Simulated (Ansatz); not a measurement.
Reaction (atomization): `C#CN[AsH][SiH3]` → As• + 2 C• + 6 H• + N• + Si•

Isolated molecules relaxed with PBE0-D4/def2-TZVP in Ansatz; ΔE leaves out vibrations. CCSD(T)/CBS is the MP2 limit (def2-TZVPP, def2-QZVPP) plus CCSD(T) − MP2 in def2-TZVPP, frozen cores. This one scheme is used for every species, atoms too. DFT in def2-TZVPP. No spin–orbit coupling; open shells (•) take unrestricted orbitals. Spin–orbit coupling would lower the free atoms: a little for C, Si. Bonds to As are less sure, by a few kJ/mol each and by 10 to 20 or more in all where they break to atoms, as the def2 sets lack core-valence functions. Scalar relativity is left out up to krypton. One conformer a species, not always the lowest.

```tsv
level	ΔE (kJ/mol)
revPBE-D4	3724.4
B97M-V	3738.6
HF/def2-SVP	2529.3
SCS-MP2/def2-QZVPP	3727.1
```

(1) What does CCSD(T)/CBS give? (An estimate is asked.)

Largest T1 diagnostic among the species: 0.013.

Results:

(1) The calculation gave: +3711.0 kJ/mol. The listed levels differ from it by 13.4, 27.6, -1181.7, 16.1 kJ/mol.

From r2SCAN to r2SCAN0 (25 % exact exchange), in def2-TZVPP and without D4, ΔE moves by −75.2 kJ/mol: exact exchange takes away binding that semilocal exchange gives to molecules. Leaving LDA and LC-ωPBE aside and taking each functional with its dispersion term where it has one, the values, not all of them listed here, spread over 206.4 kJ/mol, from BHLYP-D4 to PBE-D4. LDA lies +523.5 kJ/mol from PBE without D4, its usual overbinding. In def2-TZVPP, CCSD(T) changes the Hartree–Fock value by +1073.0 kJ/mol (the triples alone add +71.5 kJ/mol) and MP2 by +1116.5 kJ/mol; breaking electron pairs costs correlation energy, which Hartree–Fock lacks.

For atomizations the MP2-based limit and the directly extrapolated one differ by several kJ/mol either way, and by 10 to 25 for some Ge, Se and Sn compounds, so smaller differences from it don't rank the levels.
